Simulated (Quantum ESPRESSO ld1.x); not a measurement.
Results of a calculation; reference values are marked as such.
The palladium ion Pd12+, 34 electrons, occupied as [Ar] 3d10 4s2 4p4. Level of theory: scalar-relativistic Kohn-Sham, LDA (Slater exchange, VWN5 correlation), spin-polarised, spherical densities, point nucleus; open shells are filled with parallel spins first (ld1.x of Quantum ESPRESSO 7.5).

X-ray form factor f0, the Fourier transform of the density (f0(0) = 34):

sin(theta)/lambda (1/angstrom)  f0 (electrons)
0.05                                    33.847
0.1                                     33.399
0.15                                    32.680
0.2                                     31.732
0.25                                    30.605
0.3                                     29.353
0.4                                     26.679
0.5                                     24.054
0.6                                     21.674
0.8                                     17.781
1                                       14.721
1.25                                    11.597
1.5                                      9.194
2                                        6.437
